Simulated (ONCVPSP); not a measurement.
## technetium (Tc): ONCV pseudisation with PBE, scalar-relativistic reference atom.

| Item | Value |
| --- | --- |
| Element | Tc (Z = 43) |
| Generator | ONCVPSP 4.0.1 |
| Type | optimised norm-conserving Vanderbilt (ONCV) |
| Functional | PBE |
| Relativity | scalar-relativistic |
| Frozen core | [Ar] 3d10 |
| Valence charge | 15 |
| Reference configuration | 4s2 4p6 4d5 5s1.75 (charge +0.25) |
| Partial waves | 4s+5s: rc 1.80 bohr, ncon 4, nbas 8, qcut 6.8 1/bohr, 2 projectors; 4p: rc 1.15 bohr, ncon 4, nbas 7, qcut 6.1 1/bohr, 2 projectors, debl 0.4 Ha; 4d: rc 1.55 bohr, ncon 4, nbas 7, qcut 6.2 1/bohr, 2 projectors, debl 3.2 Ha |
| Local potential | polynomial inside 0.80 bohr (lpopt 5, dvloc0 0 Ha) |
| Core correction | polynomial model core, fcfact 0.35 |

In the p channel the program set the typed energies aside and used -1.732, 0.250 Ha.

Problem. Does the generator finish with these settings?

Solution. Yes, a potential is produced and its reference levels are reproduced.

Problem. Estimate the cutoffs (Ha) at which the residual kinetic energy of the hardest occupied pseudo-wave falls to 1 and 0.1 mHa per electron.

Solution. 93 Ha and 113 Ha.

Problem. What does a ghost test show?

Solution. Ghosts flagged at negative energy: s at -35.1 eV; no localised positive-energy state flagged. A true bound ghost makes a file unfit for plane-wave use.

Problem. Which valence shell sets the plane-wave cutoff?

Solution. 4p: 93 Ha for 1 mHa per electron, against 22 Ha for 4d.

Problem. Tests: 4s2 4p6 4d5 5s2; 4s2 4p6 4d5 5s1; 4s2 4p6 4d5 5s0; 4s2 4p6 4d5.5 5s1.5. Which has the largest error in its energy relative to the reference configuration, and how large is it?

Solution. 4s2 4p6 4d5 5s0, with -7.6 meV (all-electron minus pseudo) on +21.56 eV.
